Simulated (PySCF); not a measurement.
# Rb₂ at RHF-CCSD(T)

Level: RHF-CCSD(T). basis Rb def2-SVP with ECP28; scalar-relativistic core potentials; PySCF 2.14.

* state: ¹Σg⁺ (singlet), closed shell
* bond length: 8.254 bohr
* harmonic wavenumber: 48.6 cm⁻¹
* force constant: 0.0592 mdyn/Å
* rotational constant Be: 0.02081 cm⁻¹
* anharmonicity ωexe: 0.115 cm⁻¹
* vibration–rotation constant αe: 5.85e-05 cm⁻¹
* well depth De to Rb + Rb: 8.2 kcal/mol
* dissociation energy D0: 8.1 kcal/mol

Correlated steps freeze no core orbitals. The bond is weak. Basis-set superposition, not corrected here, can be much of De in a small basis, most of all at correlated wavefunction levels. Where the molecule has an RHF reference, its open-shell atoms are computed with UHF.
